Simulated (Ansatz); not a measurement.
Mulliken charges of `C[CH2][Zn][SH]` from B3LYP/def2-TZVPP in Ansatz (PBE0-D4/def2-TZVP geometry).

| atom | x (Å) | y (Å) | z (Å) | charge (e) |
| --- | --- | --- | --- | --- |
| C1 | -1.196 | 0.762 | 0.376 | -0.274 |
| C2 | -0.193 | -0.274 | 0.881 | -0.218 |
| Zn3 | 1.199 | -0.758 | -0.394 | 0.305 |
| S4 | 2.765 | -1.315 | -1.805 | -0.312 |
| H5 | -1.731 | 0.416 | -0.511 | 0.080 |
| H6 | -1.950 | 0.991 | 1.136 | 0.081 |
| H7 | -0.712 | 1.706 | 0.112 | 0.080 |
| H8 | 0.305 | 0.088 | 1.787 | 0.083 |
| H9 | -0.709 | -1.196 | 1.167 | 0.083 |
| H10 | 2.305 | -0.471 | -2.746 | 0.093 |

Q: By hand: the dipole of these point charges (1 e Å = 4.8032 D).

A: Σ q r = (-0.300, 0.144, 0.198) e Å, of length 0.387 e Å = 1.86 D.

Q: How does the dipole of the full density compare? (Estimate.)

A: Ansatz gave: (-0.316, 0.173, 0.164) e Å, 1.90 D; the point charges give 0.98 times that, at 7° from its direction.

Point charges leave out the atoms' own dipoles, such as those of lone pairs, and Mulliken's split depends on the basis, so the close match here is no proof of good charges.

B3LYP here is the variant with VWN-RPA as its local correlation; programs differ in this.
